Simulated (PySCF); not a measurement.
# Hartree-Fock beside MP2: ClFH2OSi

These are calculations, not measurements. They come from PySCF 2.14.0, an open-source quantum chemistry program, on an isolated molecule that a program drew, which may never have been made. The molecule is ClFH2OSi (charge 0, singlet), drawn as the SMILES string `O[SiH](F)Cl`.

The geometry was optimised and harmonic frequencies were computed with HF and MP2, all in the cc-pV(D+d)Z basis, for the commonest isotopes, with a restricted reference for singlets and an unrestricted one otherwise, and a frozen core in MP2. Each result is a local minimum of its method.

Geometry at the HF minimum:
```xyz
6
ClFH2OSi, angstrom
O     0.3588    0.5737    1.4691
Si   -0.4447    1.2191    2.7128
F    -2.0139    1.2577    2.4030
Cl    0.1131    3.1627    3.0297
H     0.3841    0.9966    0.6229
H    -0.2071    0.4134    3.8975
```

Lengths of the bonds as drawn, in Å (atoms numbered as above):
| bond | HF | MP2 |
|---|---|---|
| O1-Si2 | 1.615 | 1.639 |
| Si2-F3 | 1.600 | 1.621 |
| Si2-Cl4 | 2.047 | 2.047 |
| O1-H5 | 0.946 | 0.967 |
| Si2-H6 | 1.452 | 1.458 |

Rotational constants, in GHz:
```
constant     HF    MP2
       A  6.805  6.608
       B  3.474  3.454
       C  2.558  2.513
```

Harmonic frequencies in cm^-1, each column in rising order, so a row needn't be the same motion in every method:
| rank | HF | MP2 |
|---|---|---|
| 1 | 200 | 201 |
| 2 | 261 | 255 |
| 3 | 329 | 320 |
| 4 | 376 | 356 |
| 5 | 575 | 565 |
| 6 | 816 | 789 |
| 7 | 883 | 846 |
| 8 | 906 | 871 |
| 9 | 937 | 911 |
| 10 | 1011 | ? |
| 11 | 2464 | 2403 |
| 12 | 4167 | 3891 |

**Estimate the missing MP2 frequency from the HF column.**

A single factor s that minimises the squared misfit of MP2 against s times HF over the other rows is sum(HF x MP2) / sum(HF^2) = 0.9476, with an rms misfit of 30 cm^-1. For rank 10 it gives 0.9476 x 1011 = 958 cm^-1. The calculation gives 973 cm^-1, 15 cm^-1 above the estimate. The drawn bonds are on average 1.1 % longer in MP2 than in HF.
